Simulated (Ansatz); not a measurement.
Isolated molecules relaxed with PBE0-D4/def2-TZVP in Ansatz; ΔE leaves out vibrations. CCSD(T)/CBS is the MP2 limit (def2-TZVPP, def2-QZVPP) plus CCSD(T) − MP2 in def2-TZVPP, frozen cores. This one scheme is used for every species. Functionals use def2-TZVPP. One conformer a species, not always the lowest.

`CCC#CCCCCC` + H₂ → `CCC#CCC` + `CCC`  (hydrogenolysis of a C–C bond)

`CCC#CCCCCC`:

```xyz
25

C     3.111    1.703   -0.037
C     2.391    2.280   -1.253
C     1.066    1.712   -1.444
C    -0.028    1.228   -1.577
C    -1.340    0.617   -1.725
C    -1.446   -0.750   -1.046
C    -1.248   -0.693    0.458
C    -1.333   -2.056    1.125
C    -1.134   -1.992    2.629
H     4.100    2.154    0.074
H     2.543    1.893    0.875
H     3.234    0.624   -0.137
H     2.991    2.109   -2.154
H     2.303    3.367   -1.149
H    -2.100    1.290   -1.310
H    -1.570    0.516   -2.791
H    -2.432   -1.172   -1.273
H    -0.706   -1.425   -1.489
H    -0.274   -0.239    0.674
H    -1.999   -0.025    0.898
H    -2.305   -2.511    0.901
H    -0.581   -2.719    0.682
H    -1.893   -1.360    3.100
H    -0.156   -1.570    2.878
H    -1.196   -2.982    3.087
```

H₂:

```xyz
2

H    -0.164    0.150   -0.299
H     0.164   -0.150    0.299
```

`CCC#CCC`:

Cartesian coordinates in Å:
```
C 0.566 -1.343 -2.294
C 1.476 -0.368 -1.552
C 0.861 0.178 -0.352
C 0.333 0.618 0.636
C -0.328 1.134 1.825
C -1.731 0.565 2.016
H -0.359 -0.851 -2.601
H 1.063 -1.728 -3.186
H 0.300 -2.187 -1.655
H 2.411 -0.869 -1.279
H 1.757 0.456 -2.218
H -0.377 2.226 1.763
H 0.286 0.908 2.704
H -2.367 0.807 1.163
H -1.699 -0.522 2.112
H -2.192 0.976 2.917
```

`CCC`:

Z-matrix (Å, degrees):
```
C
C 1 1.519
H 1 1.094 2 111.1
H 1 1.094 2 111.1 3 119.5
H 1 1.093 2 111.7 3 -120.3
C 2 1.519 1 112.7 3 -59.7
H 2 1.095 1 109.5 3 178.2
H 2 1.095 1 109.5 3 62.4
H 6 1.094 2 111.0 1 59.7
H 6 1.093 2 111.7 1 -180.0
H 6 1.094 2 111.1 1 -59.7
```

CCSD(T)/CBS gives -0.58 eV.

**Question.** Another level gave -0.70 eV. Which?
A. LC-ωPBE/def2-TZVPP
B. MP2/def2-TZVPP
C. CAM-B3LYP/def2-TZVPP
D. BLYP/def2-TZVPP

**Answer.** A. LC-ωPBE -0.70, BLYP -0.81, CAM-B3LYP -0.75, MP2/def2-TZVPP -0.54 eV.

Largest T1 diagnostic among the species: 0.010.

Leaving LDA and LC-ωPBE aside and taking each functional with its dispersion term where it has one, the values, not all of them listed here, spread over 0.17 eV, from B2PLYP to revPBE-D4. LDA lies +0.16 eV from PBE without D4. In def2-TZVPP, CCSD(T) changes the Hartree–Fock value by +0.29 eV (the triples alone add +0.06 eV) and MP2 by +0.35 eV.
